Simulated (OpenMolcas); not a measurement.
Mo4+ (d2) on a cation site of an ionic host was computed by SS-CASPT2, IPEA 0.25 Eh, imaginary shift 0.1 Eh with the d shell active (OpenMolcas, ANO-RCC-VTZP on the metal). Its lowest spin-free states, and all those of the highest spin:

| 2S+1 | Degeneracy | E (cm-1) |
| --- | --- | --- |
| 3 | 3 | 0 |
| 1 | 3 | 5890 |
| 1 | 2 | 6300 |
| 1 | 1 | 15420 |
| 3 | 3 | 22620 |
| 3 | 3 | 28300 |
| 1 | 3 | 28450 |
| 1 | 3 | 30330 |
| 3 | 1 | 46860 |
| 1 | 2 | 51740 |
| 1 | 1 | 59260 |

Q: Is the site octahedral, tetrahedral or cube-like, axial, or of lower symmetry?

A: The states with 2S+1 = 3 have orbital degeneracies 3, 3, 3, 1. Threefold states need a cubic site. For d2 at this spin an octahedron puts the threefold T1 below the threefold T2 and a tetrahedron or cube puts the single A2 below the threefold T2, so the site is octahedral. The run had Mo4+ with its 6 nearest chloride ions at 2.483 Å, on the Y site of Cs2NaYCl6 (a = 10.7396 Å, distance in the model lattice 2.619 Å). The rest of the host is ab initio model potentials to 7.6 Å, with orthogonalisation functions on the cations behind the ligands, and point charges beyond; the distance is set by hand and nothing relaxes, and no local charge compensation is placed. Ligand basis ANO-RCC-VDZP.

Roots that are degenerate in the reference are averaged as groups; the widest CASPT2 spread within a group is 100 cm-1 (the 3-fold group of multiplicity 1 near 30300 cm-1 above the lowest state of its run). Shifts and gaps below about the spread of the groups concerned are not significant. Over all roots computed the reference weight is 0.64 to 0.65; a low but even weight reflects the number of correlated electrons. An orbital triplet at a regular site is open to Jahn-Teller coupling, which can distort the site and quench the lowest spin-orbit gaps and is left out. The least metal-like active orbital is 73 % on the metal (Löwdin) and no ligand orbital is active, so the numbers are rough. Ligand-to-metal charge-transfer states are missing. With no ligand orbital active B as a rule stays too high, so bands that hang on it stand too high and its fall with covalency is understated. With one d shell and no ligand orbital active, 10Dq can be off by a tenth or more. No measured value stands beside these numbers; the geometry was set by hand and not optimised.
